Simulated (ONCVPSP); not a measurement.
## Ranking ONCV potentials for vanadium (V)

All share these settings but for the change named:

```
Element                 : vanadium (V)
Generator               : ONCVPSP 4.0.1
Type                    : optimised norm-conserving Vanderbilt (ONCV)
Functional              : PW91
Relativity              : scalar-relativistic
Frozen core             : [Ne]
Valence charge          : 13
Reference configuration : 3s2 3p6 3d3 (charge +2)
Partial waves           : 3s: rc 1.00 bohr, ncon 4, nbas 8, qcut 6.9 1/bohr, 2 projectors, debl 0.5 Ha; 3p: rc 1.55 bohr, ncon 4, nbas 9, qcut 8.9 1/bohr, 2 projectors, debl 1.7 Ha; 3d: rc 2.20 bohr, ncon 4, nbas 7, qcut 5.8 1/bohr, 2 projectors, debl 2.8 Ha
Local potential         : polynomial inside 0.95 bohr (lpopt 5, dvloc0 3 Ha)
Core correction         : Teter function, fcfact 2.75, rcfact 1.55
```

In the s channel the program set the typed energies aside and used -3.190, 0.250 Ha. In the p channel the program set the typed energies aside and used -2.229, 0.250 Ha.

Test errors are all-electron minus pseudo excitation energies from the reference, over 3s2 3p6 3d3 4s2; 3s2 3p6 3d3 4s1; 3s2 3p6 3d2; 3s2 3p6 3d2 4s2. None of these files shows a bound ghost.

The base gives 337.4 meV.

Of 9 variants that were run, those that failed, showed a ghost or another fault, or gave nearly equal values are left out.

Q: Rank these variants by their largest absolute test error, smallest first.
A. d: rc 2.74
B. d: rc 1.78
C. d: rc 2.02
D. d: rc 3.04
E. d: rc 1.54

A: E (109.1 meV), B (190.2 meV), C (274.8 meV), A (612.3 meV), D (783.7 meV).
